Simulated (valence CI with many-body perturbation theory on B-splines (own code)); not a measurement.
E1 line list for W LXI

Level of theory: configuration interaction combined with many-body perturbation theory (CI+MBPT): four valence electrons over a frozen Dirac-Fock core [Ne], a basis of 11 s, 11 p, 10 d, 8 f, 5 g, 2 h functions for each j, with the one-electron correlation potential Σ1 (screened to all orders), the two-electron term Σ2, the three-electron term Σ3, Breit, model QED; selected single and double excitations, second order for the rest, scaled by the run's own slope (own B-spline code, finite nucleus).

No measured spectrum was set against this ion. As an estimate, large intervals hold to a few tenths of a per cent, small ones and those within an open d or f shell to about a per cent. Among the levels kept, up to 580 cm⁻¹ of a level comes from second order outside the variational space, and about a tenth of that is noise between levels of different J, which matters for small intervals.

Lines 201 to 250 of 565 in falling wavelength, among levels below 13994 × 10³ cm⁻¹, chosen from the strongest by gf and those to the six lowest levels. Wavelengths and rates use the calculated energies. Electric multipoles are in the length gauge, E1 and E2 with the static RPA response of the core. Weak lines are less certain than strong ones. Lines between different terms over intervals too small for the method are left out, as are lines whose strength nearly cancels. The highest levels of a list are the least certain.

Levels are named by their leading jj configuration (3d3/2^4 stands for four electrons in 3d with j = 3/2), which in mixed levels can hold well under half, so a name can repeat and another be missing. Letters in brackets count levels of one name in rising energy.

```csv
λ vac (Å),Upper,Lower,A (s⁻¹),S (a.u.)
37.09,(3s 3p1/2 3d5/2^2) J=2 [b],(3s 3p1/2 3p3/2 3d5/2) J=2 [b],9.83e+10,1.24e-02
37.07,(3s^2 3d5/2^2) J=2,(3s^2 3p3/2 3d5/2) J=2,4.59e+11,5.77e-02
36.97,(3s 3p3/2^2 3d5/2) J=3 [c],(3s 3p3/2^3) J=2,5.91e+11,1.03e-01
36.96,(3s 3p3/2^2 3d5/2) J=2 [b],(3s 3p3/2^3) J=2,2.25e+11,2.81e-02
36.80,(3s 3p1/2 3d5/2^2) J=3 [a],(3s 3p1/2 3p3/2 3d5/2) J=3 [a],1.13e+11,1.94e-02
36.62,(3s 3p1/2 3d5/2^2) J=1 [a],(3s 3p1/2 3p3/2 3d5/2) J=1 [a],1.90e+11,1.38e-02
36.38,(3s 3p1/2 3d3/2 3d5/2) J=3 [b],(3s 3p1/2 3p3/2 3d3/2) J=3 [a],6.55e+10,1.09e-02
36.33,(3s 3p1/2 3d5/2^2) J=4 [a],(3s 3p1/2 3p3/2 3d5/2) J=4 [a],1.65e+11,3.52e-02
35.58,(3s 3p1/2 3p3/2 3d5/2) J=3 [c],(3s 3p1/2 3p3/2^2) J=2 [a],1.37e+11,2.14e-02
25.90,(3s 3p3/2^2 3d5/2) J=4 [a],(3s^2 3p3/2 3d5/2) J=3,3.40e+11,2.62e-02
25.60,(3p1/2 3p3/2^2 3d5/2) J=3,(3s 3p1/2 3p3/2 3d5/2) J=2 [d],1.96e+11,1.14e-02
25.22,(3s 3p1/2 3p3/2 3d3/2) J=2 [a],(3s^2 3p1/2 3d3/2) J=2,1.36e+10,5.40e-04
25.20,(3p1/2 3p3/2^2 3d5/2) J=3,(3s 3p1/2 3p3/2 3d5/2) J=2 [c],2.08e+11,1.15e-02
25.14,(3s 3p3/2^2 3d5/2) J=0,(3s^2 3p3/2 3d5/2) J=1,7.55e+11,5.92e-03
24.87,(3s 3p1/2 3p3/2^2) J=2 [a],(3s^2 3p1/2 3p3/2) J=2,1.63e+10,6.20e-04
24.86,(3p1/2 3p3/2^2 3d5/2) J=4 [b],(3s 3p1/2 3p3/2 3d5/2) J=3 [d],4.40e+11,3.00e-02
24.85,(3s 3p3/2^2 3d3/2) J=1 [a],(3s^2 3p3/2 3d3/2) J=0,3.40e+11,7.71e-03
24.79,(3s 3p3/2^2 3d3/2) J=1 [a],(3s^2 3p3/2 3d3/2) J=1,2.57e+11,5.80e-03
24.79,(3s 3p1/2 3p3/2 3d5/2) J=2 [a],(3s^2 3p1/2 3d5/2) J=2,2.50e+11,9.39e-03
24.73,(3s 3p3/2^2 3d3/2) J=2 [a],(3s^2 3p3/2 3d3/2) J=1,4.06e+11,1.52e-02
24.72,(3s 3p1/2 3p3/2 3d3/2) J=1 [a],(3s^2 3p1/2 3d3/2) J=2,1.84e+10,4.12e-04
24.71,(3s 3p3/2^2 3d3/2) J=3 [a],(3s^2 3p3/2 3d3/2) J=2,4.64e+11,2.42e-02
24.47,(3s 3p3/2^2 3d5/2) J=5,(3s^2 3p3/2 3d5/2) J=4,5.56e+11,4.42e-02
24.45,(3s 3p1/2 3p3/2 3d3/2) J=3 [a],(3s^2 3p1/2 3d3/2) J=2,1.61e+10,8.14e-04
24.41,(3s 3p1/2 3p3/2^2) J=2 [a],(3s^2 3p1/2 3p3/2) J=1,5.34e+11,1.92e-02
24.32,(3p1/2 3p3/2^2 3d5/2) J=4 [a],(3s 3p1/2 3p3/2 3d5/2) J=3 [c],1.10e+12,7.00e-02
24.31,(3p1/2 3p3/2^2 3d5/2) J=1,(3s 3p1/2 3p3/2 3d5/2) J=2 [c],2.64e+11,5.62e-03
24.29,(3p1/2 3p3/2^2 3d3/2) J=1 [a],(3s 3p1/2 3p3/2 3d3/2) J=1 [c],7.28e+11,1.54e-02
24.25,(3s 3p1/2 3p3/2 3d3/2) J=2 [b],(3s^2 3p1/2 3d3/2) J=2,4.73e+10,1.66e-03
24.24,(3s 3p3/2^2 3d5/2) J=4 [a],(3s^2 3p3/2 3d5/2) J=4,4.98e+11,3.15e-02
24.22,(3p1/2 3p3/2^2 3d5/2) J=5,(3s 3p1/2 3p3/2 3d5/2) J=4 [c],9.21e+11,7.11e-02
24.21,(3p1/2 3p3/2^2 3d5/2) J=3,(3s 3p1/2 3p3/2 3d5/2) J=3 [c],3.67e+11,1.80e-02
24.20,(3p1/2 3p3/2^2 3d3/2) J=1 [b],(3s 3p1/2 3p3/2 3d3/2) J=0 [b],3.06e+11,6.41e-03
24.12,(3s 3p3/2^2 3d3/2) J=4,(3s^2 3p3/2 3d3/2) J=3,1.06e+12,6.60e-02
24.08,(3p1/2 3p3/2^2 3d5/2) J=4 [b],(3s 3p1/2 3p3/2 3d5/2) J=4 [c],2.75e+11,1.70e-02
24.06,(3s 3p1/2 3p3/2 3d3/2) J=2 [a],(3s 3p1/2^2 3p3/2) J=1,2.70e+11,9.26e-03
24.02,(3p1/2 3p3/2^2 3d3/2) J=0,(3s 3p1/2 3p3/2 3d3/2) J=1 [c],1.84e+12,1.26e-02
23.98,(3p1/2 3p3/2^2 3d3/2) J=1 [b],(3s 3p1/2 3p3/2 3d3/2) J=1 [d],3.27e+11,6.68e-03
23.98,(3s 3p1/2 3p3/2^2) J=3,(3s^2 3p1/2 3p3/2) J=2,3.62e+11,1.72e-02
23.95,(3p1/2 3p3/2^2 3d5/2) J=0,(3s 3p1/2 3p3/2 3d5/2) J=1 [b],1.57e+12,1.06e-02
23.94,(3p1/2 3p3/2^2 3d5/2) J=4 [b],(3s 3p1/2 3p3/2 3d5/2) J=3 [c],9.15e+10,5.58e-03
23.92,(3p1/2 3p3/2^2 3d3/2) J=3 [b],(3s 3p1/2 3p3/2 3d3/2) J=2 [e],1.57e+12,7.41e-02
23.91,(3p1/2 3p3/2^2 3d3/2) J=3 [a],(3s 3p1/2 3p3/2 3d3/2) J=3 [c],2.58e+11,1.22e-02
23.89,(3s 3p3/2^2 3d5/2) J=2 [a],(3s^2 3p3/2 3d5/2) J=1,2.67e+11,8.99e-03
23.89,(3p1/2 3p3/2^2 3d3/2) J=2 [c],(3s 3p1/2 3p3/2 3d3/2) J=1 [d],6.42e+11,2.16e-02
23.87,(3s 3p1/2 3p3/2 3d5/2) J=3 [b],(3s^2 3p1/2 3d5/2) J=3,2.65e+11,1.25e-02
23.78,(3p1/2 3p3/2^2 3d3/2) J=3 [a],(3s 3p1/2 3p3/2 3d3/2) J=2 [d],1.55e+11,7.22e-03
23.77,(3p1/2 3p3/2^2 3d5/2) J=4 [a],(3s 3p1/2 3p3/2 3d5/2) J=4 [b],1.71e+11,1.02e-02
23.77,(3s 3p1/2 3p3/2 3d5/2) J=2 [b],(3s^2 3p1/2 3d5/2) J=3,1.81e+11,6.00e-03
23.73,(3p1/2 3p3/2^2 3d3/2) J=2 [a],(3s 3p1/2 3p3/2 3d3/2) J=2 [c],7.82e+11,2.58e-02
```
